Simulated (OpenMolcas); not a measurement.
What dynamic correlation does to the levels of P

| Property | Result |
| --- | --- |
| Program | OpenMolcas 26.06 |
| Basis | ANO-R3 [6s5p4d2f1g] |
| Scalar Hamiltonian | X2C, finite nucleus |
| Active space | 5 electrons in 4 orbitals (3s 3p) |
| State averaging | 2S+1 = 4 odd, 1 root; 2S+1 = 2 odd, 8 roots; 2S+1 = 4 even, 3 roots |
| Spin-orbit coupling | state interaction with AMFI integrals over the reference wave functions, term energies averaged over their components |

Methods on the same reference wave functions:
A. CASSCF
B. SS-CASPT2, IPEA 0.25 Eh, imaginary shift 0.1 Eh (closed shells correlated: 2s 2p)

Energies in cm-1 above 3s2 3p3 4S* 3/2, the measured ground level; measured values from NIST Handbook of Basic Atomic Spectroscopic Data.

```
          Level      A      B  Measured
3s2 3p3 4S* 3/2    0.0    0.0       0.0
3s2 3p3 2D* 3/2  15341  11720     11361
3s2 3p3 2D* 5/2  15353  11730     11377
3s2 3p3 2P* 1/2  20729  19010     18723
3s2 3p3 2P* 3/2  20733  19010     18748
  3s 3p4 4P 5/2  66872  64030     59535
  3s 3p4 4P 3/2  67068  64230     59716
  3s 3p4 4P 1/2  67185  64340     59820
```

Deviations, from unrounded energies. A percentage is the sum of absolute deviations over the sum of measured energies, with the sign that they share, or ± where signs differ.

| Against measurement | Levels | A | B |
| --- | --- | --- | --- |
| mean absolute deviation (cm-1) | 7 | 4900 | 2100 |
| other terms of the ground configuration (%) | 4 | +19.8 | +2.1 |
| other configurations (%) | 3 | +12.3 | +7.6 |

B lies closest to measurement on these levels. The largest miss of B in the table is 3s 3p4 4P 1/2, by +4500 cm-1. The ranking rests on the paired levels alone, and a cruder setting can come out closer through cancelling errors.

From A to B the spin-free energies of the other terms of 3s2 3p3 shown, above 4S*, scale by factors of 0.76 to 0.92.

The lowest spin-free term lies below A's lowest term by 0.361 hartree in B.

CASPT2 does not keep the components of a term degenerate, so their means are used; among the terms shown or strongly mixed into the levels shown the widest spread is 130 cm-1 (3s2 3p3 2D*, B). Terms of s pⁿ other than that of highest spin mix with s² pⁿ⁻² d, which this space lacks; all of them can be thousands of cm-1 off, and some have no real level of that name. Without dynamic correlation excited terms often stand tens of per cent too high (terms of higher spin than the ground term too low), and those without a measured partner can miss by more than the paired ones (holds for A). Computed and measured levels are paired by configuration, term and J; levels that our copy of the source lacks, or whose pairing is in doubt (as where it misses far off the trend of its configuration), stay unpaired and out of the deviations. Levels of configurations outside the active space are missing.

* marks odd parity.
